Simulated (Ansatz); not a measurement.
Gas-phase electronic energies from Ansatz, PBE0-D4/def2-TZVP geometries. CCSD(T)/CBS adds triple-zeta CCSD(T) − MP2 to the extrapolated MP2 energy (def2 sets, frozen cores). This one scheme is used for every species, atoms too. DFT in def2-TZVPP. B3LYP here is the variant with VWN-RPA as its local correlation; programs differ in this. HSE06 is defined as in plane-wave codes. No spin–orbit coupling; open shells (•) take unrestricted orbitals. Spin–orbit coupling would lower the free atoms: a little for C, Cl; clearly for Ga. For Ga outer-core shells are correlated without core-valence functions, so the limit isn't a true one: a few kJ/mol of doubt a bond, and 10 to 20 or more in all where bonds break to atoms. Scalar relativity is left out up to krypton.

Reaction (atomization): `C#[C][Ga]([Cl])[Cl]` → 2 C• + 2 Cl• + Ga• + H•

```csv
level,ΔE (kcal/mol),difference from CCSD(T)/CBS
LDA (SPW92),625.6,82.0
PBE-D4,557.7,14.1
BLYP-D4,533.3,-10.3
r2SCAN-D4,547.2,3.6
B97M-V,546.3,2.7
PBE0-D4,546.3,2.7
B3LYP-D4,533.1,-10.5
r2SCANh-D4,542.3,-1.3
r2SCAN0-D4,535.4,-8.2
HSE06-D4,546.9,3.3
BHLYP-D4,517.2,-26.4
CAM-B3LYP-D4,536.0,-7.6
ωB97X-V,542.3,-1.3
ωB97M-V,542.6,-1.0
B2PLYP,535.6,-8.0
PBE-QIDH,547.8,4.2
PBE,553.5,9.9
revPBE,529.6,-14.0
BLYP,524.4,-19.2
r2SCAN,546.2,2.6
PBE0,542.7,-0.9
B3LYP,526.2,-17.4
r2SCANh,541.2,-2.4
HSE06,543.4,-0.2
BHLYP,510.9,-32.7
CAM-B3LYP,532.2,-11.4
LC-ωPBE,540.4,-3.2
HF/def2-SVP,400.5,-143.1
CCSD/def2-SVP,506.0,-37.6
CCSD(T)/def2-SVP,515.7,-27.9
HF/def2-TZVPP,395.6,-148.0
MP2/def2-TZVPP,556.3,12.7
CCSD/def2-TZVPP,517.2,-26.4
CCSD(T)/def2-TZVPP,530.7,-12.9
HF/def2-QZVPP,395.6,-148.0
MP2/def2-QZVPP,563.7,20.1
SCS-MP2/def2-QZVPP,550.4,6.8
HF/CBS(def2),395.6,-148.0
MP2/CBS(def2),569.2,25.6
CCSD/CBS(def2),530.1,-13.5
CCSD(T)/CBS,543.6,0
```

Largest T1 diagnostic among the species: 0.013.

From BLYP to BHLYP (50 % exact exchange), in def2-TZVPP and without D4, ΔE moves by −13.5 kcal/mol: exact exchange takes away binding that semilocal exchange gives to molecules. In def2-TZVPP, CCSD(T) changes the Hartree–Fock value by +135.1 kcal/mol (the triples alone add +13.5 kcal/mol) and MP2 by +160.7 kcal/mol; breaking electron pairs costs correlation energy, which Hartree–Fock lacks.

For atomizations the MP2-based limit and the directly extrapolated one differ by several kJ/mol either way, and by 10 to 25 for some Ge, Se and Sn compounds, so smaller differences from it don't rank the levels.
